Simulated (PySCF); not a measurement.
An equivalent PySCF input for Pd (palladium, neutral), [Kr] 4d10, closed-shell 1S, with scalar relativity through the core potential:

```python
from pyscf import gto, scf, dft, mp, cc
import basis_set_exchange as bse
txt = bse.get_basis("aug-cc-pwCVDZ-PP", elements=["Pd"], fmt="nwchem", header=False)
cut = txt.index("\nECP")
mol = gto.M(atom="Pd 0 0 0", charge=0, spin=0, symmetry="D2h",
            basis=gto.basis.parse(txt[:cut]),
            ecp={"Pd": gto.basis.parse_ecp(txt[cut:])})
mf = dft.UKS(mol, xc="HYB_GGA_XC_B97_3")
mf.irrep_nelec = {'Ag': (3, 3), 'B1g': (1, 1), 'B2g': (1, 1), 'B3g': (1, 1), 'B1u': (1, 1), 'B2u': (1, 1), 'B3u': (1, 1)}
mf.kernel()
```

It reaches the same state as the run whose output follows, with an energy that differs only through the grid. The run itself started from symmetry-adapted Hartree-Fock orbitals and held the occupation by maximum overlap, on a logarithmic radial grid, so the iterations belong to that start.

```
SCF conv_tol = 1e-09
number electrons alpha = 9  beta = 9
XC functionals = HYB_GGA_XC_B97_3
    T. W. Keal and D. J. Tozer.,  J. Chem. Phys. 123, 121103 (2005)
cycle= 1 E= -127.467759096093  delta_E= -0.00202  |g|= 0.103  |ddm|= 0.216
cycle= 2 E= -127.460676744983  delta_E= 0.00708  |g|= 0.194  |ddm|= 0.167
cycle= 3 E= -127.471072327784  delta_E= -0.0104  |g|= 0.00787  |ddm|= 0.104
cycle= 4 E= -127.471094582038  delta_E= -2.23e-05  |g|= 0.000856  |ddm|= 0.00588
cycle= 5 E= -127.471094802113  delta_E= -2.2e-07  |g|= 5.12e-06  |ddm|= 0.000474
cycle= 6 E= -127.47109480212  delta_E= -7.03e-12  |g|= 6.39e-07  |ddm|= 9.36e-06
converged SCF energy = -127.47109480212  <S^2> = -2.1316282e-14  2S+1 = 1
```

Energies and moments cover only the electrons outside the core potential.
